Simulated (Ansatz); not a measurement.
All values below come from r2SCAN-D4/def2-SVP (Ansatz, a quantum-chemistry and plane-wave program). No frequencies were computed at this level.

Ansatz 0.2 input:
```yaml
crystal:
  periodic: [false, false, false]
  atoms:
    - { symbol: Zr, position_ang: [-0.244666, 0.104637, 0.092063] }
    - { symbol: Cl, position_ang: [1.473538, 1.07355, 1.208104] }
    - { symbol: Cl, position_ang: [0.05938, 0.493584, -2.12403] }
    - { symbol: Cl, position_ang: [0.053742, -2.112348, 0.459223] }
    - { symbol: O, position_ang: [-1.80048, 0.626431, 0.915681] }
    - { symbol: C, position_ang: [-1.880229, 0.432959, 2.308932] }
    - { symbol: H, position_ang: [-1.64287, -0.619518, 2.560572] }
    - { symbol: H, position_ang: [-2.900586, 0.657579, 2.643448] }
    - { symbol: H, position_ang: [-1.176558, 1.113051, 2.823095] }
basis:
  gaussian: { orbitals: def2-svp }
hamiltonian:
  xc: r2scan
  dispersion: d4
relax:
  max_steps: 150
```

Output:

```
[...]
1338 factors; their error is unknown
mean field evaluation 1: about -41966.0699 eV, gradient 5.3e1 eV
mean field evaluation 2: about -41915.3823 eV, gradient 1.6e2 eV
mean field evaluation 4: about -41971.3840 eV, gradient 1.4e1 eV
mean field evaluation 8: about -41971.8852 eV, gradient 5.8e-2 eV
mean field evaluation 16: about -41971.8208 eV, gradient 2.5e-5 eV
mean field -41971.82084806 eV, -1542.4359666444 hartree, gradient 2.4e-5 eV, S^2 0.000000; 0 other end points of the search recorded, 0 dependent functions left out
reference -41971.82087927 eV, -1542.4359677913 hartree; 40, 40 occupied and 88, 88 virtual orbitals, 1338 factors
relax step   1: F+E_penalty+E_count = -41971.89695999 eV  Δ(F+E_penalty+E_count) = +0.000e0 eV  max|allowed force component| = 2.144e0 eV/Å  Δτ_max = 0.0000 Å  (29 SCF iters, accepted)
these checks for a lower state are left out or cut short: starts, cluster_reference, orbital_swaps, neighbouring_geometries, increment
1338 factors; their error is unknown
mean field -41972.24494260 eV, -1542.4515518310 hartree, gradient 1.1e-5 eV, S^2 0.000000; 0 other end points of the search recorded, 0 dependent functions left out
reference -41972.24497356 eV, -1542.4515529690 hartree; 40, 40 occupied and 88, 88 virtual orbitals, 1338 factors
relax step   2: F+E_penalty+E_count = -41972.31790705 eV  Δ(F+E_penalty+E_count) = -4.209e-1 eV  max|allowed force component| = 5.752e-1 eV/Å  Δτ_max = 0.1946 Å  (38 SCF iters, accepted)
these checks for a lower state are left out or cut short: starts, cluster_reference, orbital_swaps, neighbouring_geometries, increment
1338 factors; their error is unknown
mean field evaluation 32: about -41972.3254 eV, gradient 1.2e-5 eV
mean field -41972.32544670 eV, -1542.4545103023 hartree, gradient 1.2e-5 eV, S^2 0.000000; 0 other end points of the search recorded, 0 dependent functions left out
reference -41972.32547743 eV, -1542.4545114316 hartree; 40, 40 occupied and 88, 88 virtual orbitals, 1338 factors
relax step   3: F+E_penalty+E_count = -41972.39832903 eV  Δ(F+E_penalty+E_count) = -8.042e-2 eV  max|allowed force component| = 4.426e-1 eV/Å  Δτ_max = 0.1290 Å  (33 SCF iters, accepted)
these checks for a lower state are left out or cut short: starts, cluster_reference, orbital_swaps, neighbouring_geometries, increment
1338 factors; their error is unknown
mean field -41972.39617509 eV, -1542.4571095225 hartree, gradient 8.9e-6 eV, S^2 0.000000; 0 other end points of the search recorded, 0 dependent functions left out
reference -41972.39620591 eV, -1542.4571106553 hartree; 40, 40 occupied and 88, 88 virtual orbitals, 1338 factors
relax step   4: F+E_penalty+E_count = -41972.46808847 eV  Δ(F+E_penalty+E_count) = -6.976e-2 eV  max|allowed force component| = 4.164e-1 eV/Å  Δτ_max = 0.1777 Å  (39 SCF iters, accepted)
these checks for a lower state are left out or cut short: starts, cluster_reference, orbital_swaps, neighbouring_geometries, increment
1338 factors; their error is unknown
mean field -41972.45451836 eV, -1542.4592535982 hartree, gradient 9.7e-6 eV, S^2 0.000000; 0 other end points of the search recorded, 0 dependent functions left out
reference -41972.45454944 eV, -1542.4592547405 hartree; 40, 40 occupied and 88, 88 virtual orbitals, 1338 factors
relax step   5: F+E_penalty+E_count = -41972.52519772 eV  Δ(F+E_penalty+E_count) = -5.711e-2 eV  max|allowed force component| = 6.894e-1 eV/Å  Δτ_max = 0.1928 Å  (38 SCF iters, accepted)
these checks for a lower state are left out or cut short: starts, cluster_reference, orbital_swaps, neighbouring_geometries, increment
1338 factors; their error is unknown
mean field -41972.52117105 eV, -1542.4617030396 hartree, gradient 8.6e-6 eV, S^2 0.000000; 0 other end points of the search recorded, 0 dependent functions left out
reference -41972.52120253 eV, -1542.4617041965 hartree; 40, 40 occupied and 88, 88 virtual orbitals, 1338 factors
relax step   6: F+E_penalty+E_count = -41972.59108020 eV  Δ(F+E_penalty+E_count) = -6.588e-2 eV  max|allowed force component| = 1.960e-1 eV/Å  Δτ_max = 0.2000 Å  (38 SCF iters, accepted)
these checks for a lower state are left out or cut short: starts, cluster_reference, orbital_swaps, neighbouring_geometries, increment
1338 factors; their error is unknown
mean field evaluation 64: about -41972.5425 eV, gradient 7.9e-6 eV
mean field -41972.54249027 eV, -1542.4624865064 hartree, gradient 7.9e-6 eV, S^2 0.000000; 0 other end points of the search recorded, 0 dependent functions left out
reference -41972.54252173 eV, -1542.4624876626 hartree; 40, 40 occupied and 88, 88 virtual orbitals, 1338 factors
relax step   7: F+E_penalty+E_count = -41972.61221482 eV  Δ(F+E_penalty+E_count) = -2.113e-2 eV  max|allowed force component| = 1.236e-1 eV/Å  Δτ_max = 0.1801 Å  (37 SCF iters, accepted)
these checks for a lower state are left out or cut short: starts, cluster_reference, orbital_swaps, neighbouring_geometries, increment
1338 factors; their error is unknown
mean field -41972.52395957 eV, -1542.4618055157 hartree, gradient 8.8e-6 eV, S^2 0.000000; 0 other end points of the search recorded, 0 dependent functions left out
reference -41972.52399102 eV, -1542.4618066712 hartree; 40, 40 occupied and 88, 88 virtual orbitals, 1338 factors
relax step   8: F+E_penalty+E_count = -41972.59307916 eV  Δ(F+E_penalty+E_count) = +1.914e-2 eV  max|allowed force component| = 5.264e-1 eV/Å  Δτ_max = 0.1950 Å  (39 SCF iters, rejected (line search))
these checks for a lower state are left out or cut short: starts, cluster_reference, orbital_swaps, neighbouring_geometries, increment
1338 factors; their error is unknown
mean field -41972.54678470 eV, -1542.4626443236 hartree, gradient 2.3e-5 eV, S^2 0.000000; 0 other end points of the search recorded, 0 dependent functions left out
reference -41972.54681616 eV, -1542.4626454799 hartree; 40, 40 occupied and 88, 88 virtual orbitals, 1338 factors
relax step   9: F+E_penalty+E_count = -41972.61637819 eV  Δ(F+E_penalty+E_count) = -4.163e-3 eV  max|allowed force component| = 6.465e-3 eV/Å  Δτ_max = 0.0594 Å  (31 SCF iters, accepted)
these checks for a lower state are left out or cut short: starts, cluster_reference, orbital_swaps, neighbouring_geometries, increment
1338 factors; their error is unknown
mean field -41972.54715084 eV, -1542.4626577792 hartree, gradient 1.6e-5 eV, S^2 0.000000; 0 other end points of the search recorded, 0 dependent functions left out
reference -41972.54718227 eV, -1542.4626589341 hartree; 40, 40 occupied and 88, 88 virtual orbitals, 1338 factors
relax step  10: F+E_penalty+E_count = -41972.61669901 eV  Δ(F+E_penalty+E_count) = -3.208e-4 eV  max|allowed force component| = 6.415e-2 eV/Å  Δτ_max = 0.0679 Å  (32 SCF iters, accepted)
these checks for a lower state are left out or cut short: starts, cluster_reference, orbital_swaps, neighbouring_geometries, increment
1338 factors; their error is unknown
mean field -41972.54743371 eV, -1542.4626681743 hartree, gradient 8.0e-6 eV, S^2 0.000000; 0 other end points of the search recorded, 0 dependent functions left out
reference -41972.54746515 eV, -1542.4626693299 hartree; 40, 40 occupied and 88, 88 virtual orbitals, 1338 factors
relax step  11: F+E_penalty+E_count = -41972.61699031 eV  Δ(F+E_penalty+E_count) = -2.913e-4 eV  max|allowed force component| = 3.271e-2 eV/Å  Δτ_max = 0.0229 Å  (33 SCF iters, accepted)
these checks for a lower state are left out or cut short: starts, cluster_reference, orbital_swaps, neighbouring_geometries, increment
1338 factors; their error is unknown
mean field evaluation 96: about -41972.5476 eV, gradient 1.4e-1 eV
mean field -41972.54760112 eV, -1542.4626743264 hartree, gradient 7.6e-6 eV, S^2 0.000000; 0 other end points of the search recorded, 0 dependent functions left out
reference -41972.54763256 eV, -1542.4626754818 hartree; 40, 40 occupied and 88, 88 virtual orbitals, 1338 factors
relax step  12: F+E_penalty+E_count = -41972.61717418 eV  Δ(F+E_penalty+E_count) = -1.839e-4 eV  max|allowed force component| = 2.504e-3 eV/Å  Δτ_max = 0.0112 Å  (33 SCF iters, accepted)
these checks for a lower state are left out or cut short: starts, cluster_reference, orbital_swaps, neighbouring_geometries, increment
1338 factors; their error is unknown
mean field -41972.54763448 eV, -1542.4626755526 hartree, gradient 7.5e-6 eV, S^2 0.000000; 0 other end points of the search recorded, 0 dependent functions left out
reference -41972.54766592 eV, -1542.4626767079 hartree; 40, 40 occupied and 88, 88 virtual orbitals, 1338 factors
relax step  13: F+E_penalty+E_count = -41972.61721353 eV  Δ(F+E_penalty+E_count) = -3.936e-5 eV  max|allowed force component| = 7.287e-3 eV/Å  Δτ_max = 0.0114 Å  (33 SCF iters, accepted)
these checks for a lower state are left out or cut short: starts, cluster_reference, orbital_swaps, neighbouring_geometries, increment
1338 factors; their error is unknown
mean field -41972.54769517 eV, -1542.4626777829 hartree, gradient 8.1e-6 eV, S^2 0.000000; 0 other end points of the search recorded, 0 dependent functions left out
reference -41972.54772660 eV, -1542.4626789378 hartree; 40, 40 occupied and 88, 88 virtual orbitals, 1338 factors
relax step  14: F+E_penalty+E_count = -41972.61728481 eV  Δ(F+E_penalty+E_count) = -7.127e-5 eV  max|allowed force component| = 2.669e-2 eV/Å  Δτ_max = 0.0393 Å  (32 SCF iters, accepted)
these checks for a lower state are left out or cut short: starts, cluster_reference, orbital_swaps, neighbouring_geometries, increment
1338 factors; their error is unknown
mean field -41972.54773203 eV, -1542.4626791374 hartree, gradient 1.4e-5 eV, S^2 0.000000; 0 other end points of the search recorded, 0 dependent functions left out
reference -41972.54776346 eV, -1542.4626802924 hartree; 40, 40 occupied and 88, 88 virtual orbitals, 1338 factors
relax step  15: F+E_penalty+E_count = -41972.61731773 eV  Δ(F+E_penalty+E_count) = -3.293e-5 eV  max|allowed force component| = 2.337e-2 eV/Å  Δτ_max = 0.0045 Å  (26 SCF iters, accepted)
these checks for a lower state are left out or cut short: starts, cluster_reference, orbital_swaps, neighbouring_geometries, increment
1338 factors; their error is unknown
mean field -41972.54780223 eV, -1542.4626817173 hartree, gradient 7.9e-6 eV, S^2 0.000000; 0 other end points of the search recorded, 0 dependent functions left out
reference -41972.54783366 eV, -1542.4626828723 hartree; 40, 40 occupied and 88, 88 virtual orbitals, 1338 factors
relax step  16: F+E_penalty+E_count = -41972.61737926 eV  Δ(F+E_penalty+E_count) = -6.152e-5 eV  max|allowed force component| = 2.107e-2 eV/Å  Δτ_max = 0.0277 Å  (33 SCF iters, accepted)
these checks for a lower state are left out or cut short: starts, cluster_reference, orbital_swaps, neighbouring_geometries, increment
1338 factors; their error is unknown
mean field evaluation 128: about -41972.6081 eV, gradient 3.7e-1 eV
mean field -41972.54782754 eV, -1542.4626826474 hartree, gradient 7.5e-6 eV, S^2 0.000000; 0 other end points of the search recorded, 0 dependent functions left out
reference -41972.54785897 eV, -1542.4626838025 hartree; 40, 40 occupied and 88, 88 virtual orbitals, 1338 factors
relax step  17: F+E_penalty+E_count = -41972.61740192 eV  Δ(F+E_penalty+E_count) = -2.267e-5 eV  max|allowed force component| = 1.380e-2 eV/Å  Δτ_max = 0.0089 Å  (34 SCF iters, accepted)
these checks for a lower state are left out or cut short: starts, cluster_reference, orbital_swaps, neighbouring_geometries, increment
1338 factors; their error is unknown
mean field -41972.54784369 eV, -1542.4626832407 hartree, gradient 7.6e-6 eV, S^2 0.000000; 0 other end points of the search recorded, 0 dependent functions left out
reference -41972.54787512 eV, -1542.4626843957 hartree; 40, 40 occupied and 88, 88 virtual orbitals, 1338 factors
relax step  18: F+E_penalty+E_count = -41972.61742008 eV  Δ(F+E_penalty+E_count) = -1.816e-5 eV  max|allowed force component| = 9.989e-3 eV/Å  Δτ_max = 0.0154 Å  (32 SCF iters, accepted)
1338 factors; their error is unknown
mean field evaluation 160: about -41972.5478 eV, gradient 1.6e-5 eV
mean field -41972.54784369 eV, -1542.4626832407 hartree, gradient 7.7e-6 eV, S^2 0.000000; 1 other end points of the search recorded, 0 dependent functions left out
reference -41972.54787512 eV, -1542.4626843957 hartree; 40, 40 occupied and 88, 88 virtual orbitals, 1338 factors
Total energy: -41972.61745152 eV, -1542.4652412813 hartree
Atom 0 at     0.173602    -0.077306     0.121691 Å, force    -0.001692    -0.000652    -0.002364 eV/Å
Atom 1 at     2.131176     1.088245     0.715728 Å, force    -0.000503    -0.000059    -0.000333 eV/Å
Atom 2 at    -0.667551     0.688319    -1.939908 Å, force     0.000948    -0.000120     0.002018 eV/Å
Atom 3 at     0.567739    -2.397579     0.056005 Å, force     0.000039     0.001319     0.000670 eV/Å
Atom 4 at    -1.125412     0.256037     1.440530 Å, force     0.005785    -0.001542    -0.002686 eV/Å
Atom 5 at    -2.090078     0.503223     2.424881 Å, force    -0.009989     0.001720     0.004067 eV/Å
Atom 6 at    -2.381164    -0.441603     2.912190 Å, force     0.000847     0.004214    -0.002166 eV/Å
Atom 7 at    -2.983170     0.961732     1.969716 Å, force     0.005229    -0.002729     0.003002 eV/Å
Atom 8 at    -1.683870     1.188857     3.186255 Å, force    -0.000665    -0.002151    -0.002208 eV/Å
Dipole moment:    -0.517023     0.132931     0.526470 e Å
```

Cost: around 2.1 core-minutes (rough).
